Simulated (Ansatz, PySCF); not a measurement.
Species: C$_{2}$HF$_{4}$, net charge 0, doublet state. It need not be the lowest isomer of its formula. 
Structure (B3LYP-D3(BJ)/def2-TZVP (Ansatz, a quantum-chemistry and plane-wave program) minimum search):
```
C
F 1 1.3438
F 1 1.3439 2 108.66
F 1 1.3540 2 106.64 3 115.73
C 1 1.4864 2 112.03 4 123.61
F 5 1.3270 1 115.84 2 -55.85
H 5 1.0801 6 116.75 1 155.98
```
Charge 0, spin multiplicity 2.

Dipole moments at this geometry, in debye (magnitudes).

| level | program | dipole (D) |
|---|---|---|
| PBE/def2-TZVPD | Ansatz | 1.67 |
| r2SCAN/def2-TZVPD | PySCF | 1.73 |
| PBE0/def2-TZVPD | Ansatz | 1.79 |
| BHLYP/def2-TZVPD | Ansatz | 1.92 |
| TPSSh/def2-TZVPD | PySCF | 1.76 |
| r2SCANh/def2-TZVPD | Ansatz | 1.77 |
| r2SCAN0/def2-TZVPD | Ansatz | 1.83 |
| CAM-B3LYP/def2-TZVPD | Ansatz | 1.85 |
| LC-wPBE/def2-TZVPD | Ansatz | 1.83 |
| CCSD(T)/aug-cc-pVDZ | Ansatz | 1.80 |
